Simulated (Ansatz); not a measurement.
Computed with Ansatz on PBE0-D4/def2-TZVP structures; ΔE is electronic, products minus reactants. CCSD(T)/CBS is the MP2 limit (def2-TZVPP, def2-QZVPP) plus CCSD(T) − MP2 in def2-TZVPP, frozen cores. This one scheme is used for every species. Functionals use def2-TZVPP. B3LYP here is the variant with VWN-RPA as its local correlation; programs differ in this. One conformer a species, not always the lowest.

Reaction (hydrogenolysis of the Si–F bond): `C=C[SiH2]O[SiH](F)F` + H₂ → `C=C[SiH2]O[SiH2]F` + H–F

CCSD(T)/CBS gives +144.7 kJ/mol.

Task: Another level gave +143.2 kJ/mol. Which?
A. ωB97M-V/def2-TZVPP
B. r2SCAN-D4/def2-TZVPP
C. PBE0/def2-TZVPP
D. B3LYP/def2-TZVPP

Result: D. B3LYP 143.2, PBE0 136.4, ωB97M-V 148.1, r2SCAN-D4 154.1 kJ/mol.

Largest T1 diagnostic among the species: 0.012.

The D4 term adds +5.1 kJ/mol with B3LYP and +2.8 kJ/mol with PBE0; it sums over pairs of atoms, weighted by their polarisabilities, and B3LYP, whose exchange is more repulsive, gets the larger term.
